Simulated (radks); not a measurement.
Neutral hafnium inside a hard spherical wall (all orbitals vanish at R), configuration held at [Xe] 4f14 5d2 6s2 and not refilled when levels cross. Calculated with a radial shooting solver on a logarithmic mesh with Libxc functionals: scalar-relativistic Kohn-Sham, PBE, spin-unpolarised, spherical densities, point nucleus. Eigenvalues in eV, with the zero of energy where the potential of the charges vanishes at infinity; a dash marks a level that is unbound or too diffuse for the functional's potential to be trusted. A positive occupied level is held by the wall or, in an anion where self-interaction has pushed it up, behind a barrier. The pressure on the wall is -dE/dV.

R (bohr)	E (hartree)	kinetic (hartree)	e(5p)	e(4f)	e(6s)	e(5d)	e(6p, empty)	e(7s, empty)	pressure (GPa)
free	-15078.2171	16523.370	-35.574	-16.835	-5.108	-2.689	-1.396	-	0
15	-15078.2171	16523.370	-35.573	-16.833	-5.108	-2.688	-1.389	0.213	< 0.0001
10	-15078.2161	16523.379	-35.485	-16.744	-5.046	-2.612	-1.194	1.870	0.0256
8	-15078.2084	16523.436	-35.118	-16.369	-4.766	-2.295	-0.599	4.752	0.342
7	-15078.1916	16523.538	-34.584	-15.818	-4.314	-1.827	0.223	7.934	1.31
5	-15077.9914	16524.440	-31.393	-12.454	-0.680	1.213	6.014	25.893	23.7
3	-15075.3571	16534.199	-17.858	3.027	30.613	18.447	48.623	127.91	1150
2.5	-15071.5772	16547.933	-5.789	16.518	66.302	35.134	92.124	219.42	4550
1.5	-15015.9214	16725.860	119.78	117.87	417.46	195.09	477.74	938.64	180000
